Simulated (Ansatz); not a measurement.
Reactions of C2H9NSi2 (`C=C[SiH2]N[SiH3]`).

Program: Ansatz. Geometries: PBE0-D4/def2-TZVP. ΔE: electronic, gas phase. CBS: MP2 limit from def2 TZ/QZ plus the TZ coupled-cluster correction, frozen cores. This one scheme is used for every species. Double bonds are as drawn, so ΔE can hold a change between cis and trans. For Br, Ge, Se outer-core shells are correlated without core-valence functions, which leaves a few kJ/mol of doubt a bond. Scalar relativity is left out up to krypton. One conformer a species, not always the lowest.

```csv
reaction,CCSD/CBS(def2) (kJ/mol)
`C=C[SiH2]N[SiH3]` + H₂S → `C=C[SiH2]S` + `N[SiH3]`,3
`C=C[SiH2]N[SiH3]` → `C[SiH2][SiH2]C=N`,134
`C=C[SiH2]N[SiH3]` → `CC1[SiH2]N1[SiH3]`,108
`C=C[SiH2]N[SiH3]` + H–F → `F[SiH2]N[SiH3]` + `C=C`,-150
`C=C[SiH2]N[SiH3]` + HBr → `C=C[SiH2]Br` + `N[SiH3]`,-37
`C=C[SiH2]N[SiH3]` + `CBS` → `CBS[SiH3]` + `C=C[SiH2]N`,8
`C=C[SiH2]N[SiH3]` + `F[SiH](F)[S][GeH3]` → `C=C[SiH2]S[SiH](F)F` + `[SiH3][NH][GeH3]`,37
`C=C[SiH2]N[SiH3]` + `B/C=C/CF` → `FC/C=C/[SiH3]` + `BN[SiH2]C=C`,-57
`C=C[SiH2]N[SiH3]` + H₂Se → `[SiH3]N[SiH2][SeH]` + `C=C`,-66
`C=C[SiH2]N[SiH3]` → `C=C[SiH2]N` + `[SiH2]`,290
```

(1) Give the CCSD(T)/CBS values in the same order. (Best estimate.)

Largest T1 diagnostic: 0.014, for `[SiH2]`.

## Answers

(1) Computed: 2, 130, 106, -146, -36, 7, 35, -59, -66, 293 kJ/mol.
